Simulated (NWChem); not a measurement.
C$_{2}$H$_{4}$F$_{2}$OSi; SMILES F/C=C(\[SiH2]O)F

```xyz
10

O     -0.0276     2.3650     0.0000
Si    -0.8446     0.9178     0.0000
C      0.5198    -0.3975     0.0000
F      1.7786     0.0972     0.0000
C      0.3713    -1.7221     0.0000
F     -0.8511    -2.2471     0.0000
H      0.9317     2.2726     0.0000
H     -1.6977     0.7759     1.2126
H     -1.6977     0.7759    -1.2126
H      1.1840    -2.4546     0.0000
```
Atoms are numbered in this order, from 1.

Computed with NWChem. STO-3G and 3-21G are far too small for this property and stand as cheap habits. The geometry was optimised at PBE0/def2-SVP. GIAO values for the isolated, static molecule; σ is the absolute isotropic shielding, δ = σ(reference) − σ with the isolated reference molecule computed at the same levels (13C: tetramethylsilane, 19F: trichlorofluoromethane, 1H: tetramethylsilane, 17O: water, 29Si: tetramethylsilane).

For level KT2/pcSseg-1:

```yaml
"δ O1 (ppm)": -9.5
"δ Si2 (ppm)": -31.4
"δ C3 (ppm)": 152.3
"δ C5 (ppm)": 152.9
"δ F6 (ppm)": -199.4
"δ H8 (ppm)": 5.56
"δ H10 (ppm)": 7.77
```

Problem. Estimate the same quantities for level Hartree-Fock/STO-3G.

Solution. 
| Quantity | Value |
|---|---|
| δ O1 (ppm) | -104.0 |
| δ Si2 (ppm) | -33.3 |
| δ C3 (ppm) | 133.5 |
| δ C5 (ppm) | 130.9 |
| δ F6 (ppm) | -26.0 |
| δ H8 (ppm) | 2.59 |
| δ H10 (ppm) | 6.10 |
